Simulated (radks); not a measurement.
Results of a calculation; reference values are marked as such.
Kr0.75+, configuration [Ar] 3d10 4s2 4p(up 3, down 2.25) (fractional occupations, a model configuration).

Code: a radial shooting solver on a logarithmic mesh with Libxc functionals. Model: non-relativistic Kohn-Sham, TPSS, spin-polarised, spherical densities, point nucleus; meta-GGA in the generalised Kohn-Sham scheme.

Energy parts (eV):
part                       energy
total                  -74922.556
kinetic                 74880.339
electron-nucleus      -178793.092
Hartree                 31579.916
exchange-correlation    -2589.718

Orbitals (lengths in bohr, moments of r in powers of bohr; <r^-3> diverges for s and p1/2; r(90%) holds 90 % of the orbital's charge):
[
 {"orbital": "1s up", "occ.": "1", "eigenvalue (eV)": "-13928.64", "<r^-3>": "-", "r(90%)": "0.0755", "<r>": "0.04243", "<r^4>": "0.00001476"},
 {"orbital": "1s down", "occ.": "1", "eigenvalue (eV)": "-13928.59", "<r^-3>": "-", "r(90%)": "0.0755", "<r>": "0.04243", "<r^4>": "0.00001476"},
 {"orbital": "2s up", "occ.": "1", "eigenvalue (eV)": "-1818.805", "<r^-3>": "-", "r(90%)": "0.289", "<r>": "0.1876", "<r^4>": "0.002950"},
 {"orbital": "2s down", "occ.": "1", "eigenvalue (eV)": "-1818.784", "<r^-3>": "-", "r(90%)": "0.289", "<r>": "0.1876", "<r^4>": "0.002950"},
 {"orbital": "2p up", "occ.": "3", "eigenvalue (eV)": "-1644.391", "<r^-3>": "1388", "r(90%)": "0.263", "<r>": "0.1618", "<r^4>": "0.002038"},
 {"orbital": "2p down", "occ.": "3", "eigenvalue (eV)": "-1644.342", "<r^-3>": "1388", "r(90%)": "0.263", "<r>": "0.1619", "<r^4>": "0.002038"},
 {"orbital": "3s up", "occ.": "1", "eigenvalue (eV)": "-265.0427", "<r^-3>": "-", "r(90%)": "0.803", "<r>": "0.5408", "<r^4>": "0.1782"},
 {"orbital": "3s down", "occ.": "1", "eigenvalue (eV)": "-264.9733", "<r^-3>": "-", "r(90%)": "0.803", "<r>": "0.5408", "<r^4>": "0.1781"},
 {"orbital": "3p up", "occ.": "3", "eigenvalue (eV)": "-202.8966", "<r^-3>": "203.2", "r(90%)": "0.830", "<r>": "0.5452", "<r^4>": "0.2030"},
 {"orbital": "3p down", "occ.": "3", "eigenvalue (eV)": "-202.8168", "<r^-3>": "203.2", "r(90%)": "0.830", "<r>": "0.5451", "<r^4>": "0.2027"},
 {"orbital": "3d up", "occ.": "5", "eigenvalue (eV)": "-92.1374", "<r^-3>": "26.82", "r(90%)": "0.906", "<r>": "0.5542", "<r^4>": "0.3042"},
 {"orbital": "3d down", "occ.": "5", "eigenvalue (eV)": "-92.0387", "<r^-3>": "26.84", "r(90%)": "0.905", "<r>": "0.5538", "<r^4>": "0.3021"},
 {"orbital": "4s up", "occ.": "1", "eigenvalue (eV)": "-30.8812", "<r^-3>": "-", "r(90%)": "2.33", "<r>": "1.578", "<r^4>": "12.69"},
 {"orbital": "4s down", "occ.": "1", "eigenvalue (eV)": "-30.1511", "<r^-3>": "-", "r(90%)": "2.34", "<r>": "1.579", "<r^4>": "12.81"},
 {"orbital": "4p up", "occ.": "3", "eigenvalue (eV)": "-17.3397", "<r^-3>": "18.04", "r(90%)": "2.80", "<r>": "1.853", "<r^4>": "26.75"},
 {"orbital": "4p down", "occ.": "2.25", "eigenvalue (eV)": "-16.6524", "<r^-3>": "17.92", "r(90%)": "2.83", "<r>": "1.863", "<r^4>": "27.76"}
]

The highest occupied level is 4p down at -16.652 eV. Summed over all electrons, <r^2> = 33.50 bohr^2, which gives a Langevin (diamagnetic) susceptibility term of -26.5 x 10^-6 cm^3/mol. Spin moment in Bohr magnetons: 0.75.
